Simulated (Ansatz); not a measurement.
Reaction (redistribution): `O[CH2][GeH2][SiH3]` + `NCC[SiH2]F` → `F[SiH2]CC[SiH3]` + `[NH2][GeH2][CH2]O`

Computed with Ansatz on PBE0-D4/def2-TZVP structures; ΔE is electronic, products minus reactants. CCSD(T)/CBS adds triple-zeta CCSD(T) − MP2 to the extrapolated MP2 energy (def2 sets, frozen cores). DFT in def2-TZVPP. B3LYP here is the variant with VWN-RPA as its local correlation; programs differ in this. For Ge outer-core shells are correlated without core-valence functions, which leaves a few kJ/mol of doubt a bond. Scalar relativity is left out up to krypton. Each species was taken in one conformer, which may not be the lowest.

Problem. Is it downhill or uphill in electronic energy at CCSD(T)/CBS, and by how much? (Best estimate.)

Solution. Ansatz gave: Downhill: ΔE = -54.7 kJ/mol.

Problem. What do these levels give: PBE-D4, r2SCAN-D4, PBE0-D4, B3LYP-D4, ωB97X-V, ωB97M-V, B3LYP, CCSD/def2-TZVPP, HF/def2-QZVPP, MP2/def2-QZVPP, SCS-MP2/def2-QZVPP, HF/CBS(def2)? (Estimate.)

Solution. Ansatz gave: PBE-D4 -47.0, r2SCAN-D4 -52.8, PBE0-D4 -47.1, B3LYP-D4 -53.1, ωB97X-V -52.4, ωB97M-V -57.1, B3LYP -46.1, CCSD/def2-TZVPP -52.6, HF/def2-QZVPP -44.9, MP2/def2-QZVPP -63.3, SCS-MP2/def2-QZVPP -59.8, HF/CBS(def2) -44.8 kJ/mol.

Largest T1 diagnostic among the species: 0.011.

The D4 term adds −7.0 kJ/mol with B3LYP and −3.6 kJ/mol with PBE0; it sums over pairs of atoms, weighted by their polarisabilities, and B3LYP, whose exchange is more repulsive, gets the larger term. In def2-TZVPP, CCSD(T) changes the Hartree–Fock value by −9.9 kJ/mol (the triples alone add −2.3 kJ/mol) and MP2 by −18.4 kJ/mol.
